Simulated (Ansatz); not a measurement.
A nudged elastic band was laid between two geometries of C₂H₉GeNOSi (15 atoms, charge 0, multiplicity 1).

Level of theory: RHF/def2-SVP (Ansatz).

```
movable images  : 7
climbing image  : yes
spring          : 5.0 eV/Å²
optimiser       : quadratic models (default)
start path      : through a guess of the saddle point
force threshold : 0.5 eV/Å
iteration limit : 41
end points      : relaxed
```

First end point:

```xyz
15
Properties=species:S:1:pos:R:3
C -1.632 0.767 1.894
N -0.662 0.260 1.299
Si -0.624 -0.315 -0.357
C -0.289 -2.154 -0.336
O 0.565 0.492 -1.135
Ge 2.040 1.435 -0.950
H -2.621 0.922 1.441
H -1.551 1.098 2.933
H -1.916 -0.024 -1.029
H -0.192 -2.541 -1.353
H 0.636 -2.370 0.202
H -1.100 -2.695 0.156
H 1.735 2.683 -0.116
H 3.100 0.569 -0.261
H 2.489 1.822 -2.360
```

Last end point:

```xyz
15
Properties=species:S:1:pos:R:3
C -1.658 0.755 1.838
N -0.676 0.247 1.263
Si -0.599 -0.322 -0.394
C -0.311 -2.169 -0.374
O 0.638 0.459 -1.122
Ge 2.065 1.455 -0.850
H -2.636 0.915 1.365
H -1.596 1.083 2.880
H -1.860 0.004 -1.107
H -1.160 -2.693 0.073
H -0.171 -2.551 -1.387
H 0.581 -2.411 0.209
H 1.638 2.765 -0.181
H 3.047 0.688 0.041
H 2.676 1.724 -2.225
```

Q: Which bonds break or form, and what moves?

A: No bond is made or broken. The dihedral O5–Si3–C4–H10 goes from -58 to -177°.

Q: Give the energies along the band, and the barrier.

A: The forces met the threshold. The highest image is number 2 of 0 to 8, 1.7 kcal/mol above the ends, which have the same energy within 2 meV. The threshold of 0.5 eV/Å is loose, so the images may lie well off the minimum-energy path. The profile has 2 maxima (images 2, 6) with wells between them (image 5): this band takes more than one step, which may be the mechanism or a detour left from its start path. The order of the stationary point at the top wasn't checked.

```json
{"image": "0", "path coordinate (Å)": "0.00", "energy (kcal/mol)": "0.0", "dihedral O5–Si3–C4–H10 (°)": "-58"}
{"image": "1", "path coordinate (Å)": "1.15", "energy (kcal/mol)": "0.4", "dihedral O5–Si3–C4–H10 (°)": "-48"}
{"image": "2", "path coordinate (Å)": "2.29", "energy (kcal/mol)": "1.7", "dihedral O5–Si3–C4–H10 (°)": "-14"}
{"image": "3", "path coordinate (Å)": "3.44", "energy (kcal/mol)": "1.3", "dihedral O5–Si3–C4–H10 (°)": "25"}
{"image": "4", "path coordinate (Å)": "4.60", "energy (kcal/mol)": "1.4", "dihedral O5–Si3–C4–H10 (°)": "46"}
{"image": "5", "path coordinate (Å)": "5.75", "energy (kcal/mol)": "0.5", "dihedral O5–Si3–C4–H10 (°)": "71"}
{"image": "6", "path coordinate (Å)": "6.91", "energy (kcal/mol)": "1.5", "dihedral O5–Si3–C4–H10 (°)": "111"}
{"image": "7", "path coordinate (Å)": "8.06", "energy (kcal/mol)": "0.9", "dihedral O5–Si3–C4–H10 (°)": "150"}
{"image": "8", "path coordinate (Å)": "9.21", "energy (kcal/mol)": "0.0", "dihedral O5–Si3–C4–H10 (°)": "-177"}
```

Q: What is the geometry of the highest image?

A: 
```xyz
15
Properties=species:S:1:pos:R:3
C -1.633 0.756 1.882
N -0.643 0.151 1.426
Si -0.446 -0.384 -0.234
C -0.456 -2.259 -0.277
O 0.980 0.178 -0.798
Ge 2.090 1.522 -1.021
H -2.511 1.051 1.291
H -1.678 1.039 2.939
H -1.552 0.177 -1.057
H 0.369 -2.624 -0.893
H -0.335 -2.668 0.729
H -1.389 -2.645 -0.693
H 1.714 2.653 -0.057
H 3.501 1.006 -0.736
H 1.968 1.995 -2.473
```

The band took 16 iterations and roughly 16 core-minutes.

The run took 8.1 min on 2 threads of Arm Neoverse V1 (shared host), peak memory 0.48 GiB.
